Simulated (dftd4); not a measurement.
H2O3P (SMILES O=[P](O)O), doublet, at a GFN2-xTB geometry; D4 for bp86 (dftd4).

dftd4 was given this input:
```
$ dftd4 mol.xyz --func bp86 --charge 0 --json dftd4.json --noedisp

# file mol.xyz
6

O      1.42718126    -0.12789258     0.47029264
P      0.19930597     0.02167538    -0.31483825
O     -0.89924470    -1.16220642     0.03202880
O     -0.64801295     1.33248530     0.10149129
H     -0.49333564    -2.02094206     0.15200511
H     -1.53564298     1.35672076    -0.25993306
```

The log (banner, timings and long lists left out):

```
                    ____  _____ _____     ____  _  _
      -------------|  _ \|  ___|_   _|---|  _ \| || |------------
     |             | | | | |_    | | ___ | | | | || |_           |
     |             | |_| |  _|   | ||___|| |_| |__   _|          |
     |             |____/|_|     |_|     |____/   |_|            |
     |             ===================================           |
     |            E. Caldeweyher, S. Ehlert & S. Grimme          |
     |          Mulliken Center for Theoretical Chemistry        |
     |                    University of Bonn                     |
      -----------------------------------------------------------

Rational (Becke-Johnson) damping: bp86-D4-ATM
---------------------
  s6         1.0000
  s8         3.3550
  s9         1.0000
  a1         0.4365
  a2         4.9241
 alp        16.0000
--------------------

Dispersion energy:      -4.8749530806094E-03 Eh

[Info] JSON dump of results written to 'dftd4.json'
```
